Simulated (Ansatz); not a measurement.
Program: Ansatz. Geometries: PBE0-D4/def2-TZVP. ΔE: electronic, gas phase. CCSD(T)/CBS is the MP2 limit (def2-TZVPP, def2-QZVPP) plus CCSD(T) − MP2 in def2-TZVPP, frozen cores. DFT in def2-TZVPP. Each species was taken in one conformer, which may not be the lowest.

Consider the ligand exchange at the Si–C bond: `[SiH3]C[SiH](Cl)Cl` + `[SiH3][AlH][SH]` → `[SiH3][AlH][S][SiH3]` + `C[SiH](Cl)Cl`.

```tsv
level	ΔE (kcal/mol)
BHLYP-D4	-14.6
CAM-B3LYP	-13.2
CCSD/def2-TZVPP	-13.2
MP2/CBS(def2)	-15.1
```

What does CCSD(T)/CBS give? (Best estimate.)

Ansatz gave: -14.2 kcal/mol. The listed levels differ from it by -0.4, 1.0, 1.0, -0.9 kcal/mol.

Largest T1 diagnostic among the species: 0.013.

At CCSD(T), def2-SVP lies +1.7 kcal/mol from the extrapolated value and def2-TZVPP +0.8 kcal/mol. Leaving LDA and LC-ωPBE aside and taking each functional with its dispersion term where it has one, the values, not all of them listed here, spread over 1.5 kcal/mol, from r2SCAN0-D4 to CAM-B3LYP-D4.
